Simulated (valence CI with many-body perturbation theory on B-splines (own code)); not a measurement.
## Re35+ in brief

Level of theory: relativistic CI+MBPT: four valence electrons over a frozen Dirac-Fock core [Kr], radial functions for each j: 7 s, 7 p, 8 d, 6 f, 4 g, 1 h, with the one-electron correlation potential Σ1, the two-electron term Σ2, the three-electron term Σ3, Breit, model QED; selected CI, second order for the rest, scaled by the run's own slope (own B-spline code, finite nucleus).

No measured spectrum was set against this ion. As an estimate, large intervals hold to a few tenths of a per cent, small ones and those within an open d or f shell to about a per cent. The list stops below the first excitations out of the core.

Levels are named by their leading jj configuration (3d3/2^4 stands for four electrons in 3d with j = 3/2), which in mixed levels can hold well under half, so a name can repeat and another be missing.

Rates and lifetimes use the calculated energies. Strong lines usually hold to 10 to 20 %, long lifetimes can be off by a factor of two.

(1) What is the ground level?

(2) What is the ionisation energy?

(3) How well does LS coupling describe the low levels?

(4) Name the longest-lived excited levels whose lifetime is computed, and their main decay.

Results:

(1) (4d3/2^4) J=0, composition 58 % 4d⁴ ³P + 29 % 4d⁴ ⁵D + 12 % 4d⁴ ¹S.

(2) 1530.8 eV; NIST lists 1530 ± 5 eV (theoretical).

(3) Among the lowest 20 levels the leading LS term, summed over configurations, holds 47 % on average. For single configurations the figures are 47 % in LS and 95 % in jj coupling. Terms mix most in the J = 3 level at 22.534 eV, where the leading one holds 29 %.

(4) (4d3/2^2 4d5/2^2) J=6 at 40.272 eV lives 61.4 ms, mostly by M1 to (4d3/2^2 4d5/2^2) J=5. The lifetime of (4d3/2^3 4d5/2) J=4 is too uncertain to give, and may be longer.
